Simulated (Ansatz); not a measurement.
# Reading a saddle point

A first-order saddle point of CH9GeN, singlet, PBE0-D4/def2-TZVP, with one imaginary mode of 1003i cm⁻¹:

```csv
atom,x (Å),y (Å),z (Å)
Ge1,0.2064,-0.5763,-1.0430
N2,1.3386,0.4747,0.2332
H3,1.4324,-0.9421,-1.9622
H4,-0.3105,-1.9419,-0.5743
H5,-0.6734,0.3067,-1.9332
H6,0.3149,0.5741,0.7297
C7,-1.2561,0.2023,0.8398
H8,2.0326,-0.0641,0.7419
H9,1.7696,1.3132,-0.1445
H10,-1.4874,1.2108,1.2123
H11,-1.2683,-0.4793,1.6994
H12,-2.0988,-0.0783,0.2009
```

Ansatz 0.2.0; basis: def2-TZVPP and def2-QZVPP; cores frozen in the correlated methods. Filled d shells of the heavier atoms are correlated. The def2 sets are not built for correlating such inner shells, so the correlated values are less sure here. Extrapolation: Hartree–Fock as exp(−7.88 √X), correlation as X^−2.97.

(1) Which contacts change along the imaginary mode, and what lies on either side? (Judge from chemistry; the calculation decides.)

(2) Which side is lower, and how far does the saddle lie above each? (To be estimated.)

The T1 diagnostic stays at or below 0.012.

Answers

(1) By the calculation: The step is GeNH₅ ([NH2][GeH3]) + CH₄ → CH₆Ge ([CH3][GeH3]) + NH₃, with the molecules in contact on both sides. Shortening one way: Ge1–C7, N2–H6; lengthening the same way: Ge1–N2, H6–C7.
| pair | one side (Å) | saddle (Å) | other side (Å) |
| --- | --- | --- | --- |
| Ge1–C7 | 3.95 | 2.51 | 1.95 |
| N2–H6 | 2.74 | 1.14 | 1.01 |
| Ge1–N2 | 1.84 | 2.00 | 3.49 |
| H6–C7 | 1.09 | 1.62 | 4.20 |

(2) Computed: The side with Ge1–N2, H6–C7 short is lower by 8.1 kJ/mol; the saddle lies 264.7 kJ/mol above it and 256.5 kJ/mol above the other (CCSD(T) at an estimated basis limit (MP2 extrapolated from triple and quadruple zeta, plus CCSD(T) − MP2 in triple zeta); electronic energies).

Labels in which every atom is bracketed show which atoms are joined, not bond orders.

For scale, one of the runs: CCSD(T)/def2-TZVPP, 236 basis functions (an equivalent command: `ansatz run in.yaml --threads 4`). The run took 2.2 min on 4 CPU threads (shared host), with 4.4 GiB of host memory at its peak.
